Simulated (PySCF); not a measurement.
Species: C7H17BN2.
Structure used (PBE0-D3(BJ)/def2-SVP), in Å, numbered top down from 1:
```
atom  x, y, z in Å
C1     3.7081    0.6326   -0.1104
N2     2.6928   -0.3498    0.1433
C3     1.6131   -0.2780   -0.5120
C4     0.5431   -1.3094   -0.3250
N5    -0.7769   -0.7448    0.0423
C6    -1.7437   -1.8490    0.1338
B7    -1.3332    0.3967   -1.0788
C8    -1.2594    1.7460   -0.1912
C9    -1.5730    1.2288    1.2113
C10   -0.7037   -0.0076    1.3467
H11    4.6275    0.1274   -0.4482
H12    3.9662    1.1402    0.8330
H13    3.4243    1.3949   -0.8621
H14    1.4087    0.5137   -1.2579
H15    0.8780   -2.0170    0.4508
H16    0.4033   -1.8571   -1.2704
H17   -1.3766   -2.6264    0.8245
H18   -2.7046   -1.4584    0.4877
H19   -1.8951   -2.2790   -0.8643
H20   -0.6264    0.3037   -2.0751
H21   -2.4878    0.0599   -1.3201
H22   -0.2590    2.2176   -0.1913
H23   -1.9743    2.5161   -0.5185
H24   -2.6394    0.9549    1.2880
H25   -1.3622    1.9322    2.0346
H26    0.3431    0.2934    1.4963
H27   -0.9726   -0.6851    2.1726
```

Computed with PySCF at PBE0/pcSseg-1, non-relativistic, on one gas-phase PBE0-D3(BJ)/def2-SVP geometry that isn't relaxed in the solvent. The solvent is an IEF-PCM continuum (Bondi radii, 1.10 Å for H, scaled by 1.2). Only the electrostatic response of the medium enters.

Gas phase at PBE0/pcSseg-1: HOMO -7.26 eV, LUMO -0.50 eV, dipole 2.93 D.

What does the continuum do to the energy, the frontier levels and the dipole at PBE0/pcSseg-1 in chloroform and dichloromethane?

| solvent | ε | E(solvent) − E(gas) (kcal/mol) | polarisation term (kcal/mol) | distortion of the solute (kcal/mol) | HOMO (eV) | LUMO (eV) | dipole (D) |
| --- | --- | --- | --- | --- | --- | --- | --- |
| chloroform | 4.711 | -5.51 | -6.20 | 0.69 | -7.38 | -0.39 | 3.58 |
| dichloromethane | 8.93 | -6.62 | -7.63 | 1.01 | -7.41 | -0.38 | 3.72 |

Polarisation term: ½ Σ q·V over the induced surface charges. Distortion: the rise of the solute's own energy as its density leaves the gas-phase optimum. From chloroform to dichloromethane the lowering changes by a factor 1.20, Onsager's factor (ε − 1)/(2ε + 1) by 1.18 and ε itself by 1.9.

Which radius a makes the point-dipole formula ΔE = −[(ε − 1)/(2ε + 1)]·μ²/a³ give the value in dichloromethane, with the gas-phase dipole?

μ = 1.152 au and |ΔE| = 0.01055 Eh give a = 1.99 Å; the farthest nucleus lies 4.66 Å from the centroid of the nuclei, so such a sphere wouldn't even hold the nuclei. The formula assumes a rigid point dipole at the centre of a sphere.

Give the dipole vector in the frame of the coordinates (D, pointing from negative to positive charge), gas and dichloromethane.

Gas (1.22, -1.82, 1.94), solvent (1.42, -2.31, 2.54). Its length changes by +27 % and its direction by 2°.

Which Mulliken charges (PBE0/pcSseg-1) respond most in chloroform (means over atoms taken as equivalent)?

```json
{"atoms": "N2", "environment": "imine nitrogen", "gas (e)": "-0.395", "solvent (e)": "-0.427", "change": "-0.032"}
{"atoms": "H21", "environment": "B–H hydrogen", "gas (e)": "-0.043", "solvent (e)": "-0.072", "change": "-0.029"}
{"atoms": "H20", "environment": "B–H hydrogen", "gas (e)": "-0.052", "solvent (e)": "-0.074", "change": "-0.022"}
{"atoms": "H27", "environment": "methylene hydrogen", "gas (e)": "+0.126", "solvent (e)": "+0.141", "change": "+0.015"}
{"atoms": "C8", "environment": "sp3 carbon bound to boron", "gas (e)": "-0.391", "solvent (e)": "-0.406", "change": "-0.015"}
{"atoms": "H16", "environment": "methylene hydrogen", "gas (e)": "+0.158", "solvent (e)": "+0.170", "change": "+0.012"}
```

Which Mayer bond orders change most in chloroform?

```
  bond  length (Å)    gas  solvent  change
 N5–B7       1.694  0.513    0.538  +0.025
 B7–C8       1.617  0.926    0.935  +0.009
 C1–N2       1.435  0.997    0.991  -0.006
 N5–C6       1.471  0.914    0.908  -0.006
C4–H16       1.101  0.929    0.926  -0.003
B7–H21       1.227  0.983    0.980  -0.003
 C4–N5       1.482  0.889    0.887  -0.002
C9–C10       1.517  1.037    1.039  +0.002
```
